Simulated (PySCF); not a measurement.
## Peak assignment

Bonds (- single, = double, # triple, : aromatic): C1-C2, C2-C3, C3-C4, C4=C5, C5-C6, C6=O7, C6-Si8, Si8-C9, C9-C4. C1 carries H10, H11, H12; C2 carries H13, H14; C3 carries H15, H16; C5 carries H17; Si8 carries H18, H19; C9 carries H20, H21.

All values are calculated (PySCF 2.14.0 with density-fitted response routines): NMR shieldings at PBE0/pcSseg-1/GIAO, GFN2-xTB structure. Single conformer, no solvent model, one averaged value for each set of equivalent atoms, non-relativistic.

Chemical shifts δ = σref − σ; ¹³C and ¹H vs TMS, all at this level.

Question: Assign these signals to the numbered atoms. ¹³C{¹H} NMR (computed): δ 234.7, 187.9, 147.4, 46.8, 28.7, 17.7, 16.1.

Answer: 
| δ (ppm) | atoms | environment | reason |
| --- | --- | --- | --- |
| 234.7 | C6 | carbonyl carbon | – |
| 187.9 | C4 | β carbon of a C=C–C=O unit | conjugation with the carbonyl draws π density from the β position |
| 147.4 | C5 | α carbon of a C=C–C=O unit | as expected for a trigonal carbon in a double bond |
| 46.8 | C3 | allylic sp3 CH2 | a saturated carbon with 2 carbon neighbours and no heteroatom attached |
| 28.7 | C2 | sp3 CH2 | aliphatic region, no heteroatom directly attached |
| 17.7 | C1 | methyl carbon | a saturated carbon with 1 carbon neighbour and no heteroatom attached |
| 16.1 | C9 | allylic sp3 CH2 bonded to Si | – |

C1 and C9 lie closer than the usual error of such a calculation, so a measured spectrum could show them in the other order.

Question: Assign these signals to the numbered atoms. ¹H NMR (400 MHz, computed): δ 6.38 (s, 1H), 4.10 (m, 2H), 2.39 (t, 2H), 1.85 (m, 2H), 1.59 (m, 2H), 1.21 (t, 3H).

Answer: 
```tsv
δ (ppm)	atoms	environment	reason
6.38	H17	hydrogen on an α carbon of a C=C–C=O unit	a vinylic proton, deshielded by the sp2 carbon and the C=C anisotropy
4.10	H18/H19	hydrogen on a silicon bonded to 2 C, in a 5-membered ring	–
2.39	H15/H16	hydrogen on an allylic sp3 CH2	allylic position
1.85	H20/H21	hydrogen on an allylic sp3 CH2 bonded to Si	allylic position
1.59	H13/H14	hydrogen on an sp3 CH2	–
1.21	H10/H11/H12	hydrogen on a methyl carbon	far from electronegative atoms and π systems
```

Shifts are as computed. Against solution values, carbons near 30 ppm lie about +3 ppm off and those near 130 ppm about +5 ppm. Of 1211 compounds with measured shifts, 218 miss one by over three times the rms of a fit or turn the order of signals round; such compounds aren't used in these exercises. No couplings were computed; multiplicities are counted from neighbouring protons, with m where these are inequivalent, close in shift, in a saturated or five-membered ring or joined by F or P, and br s for small geminal =CH2 splittings.
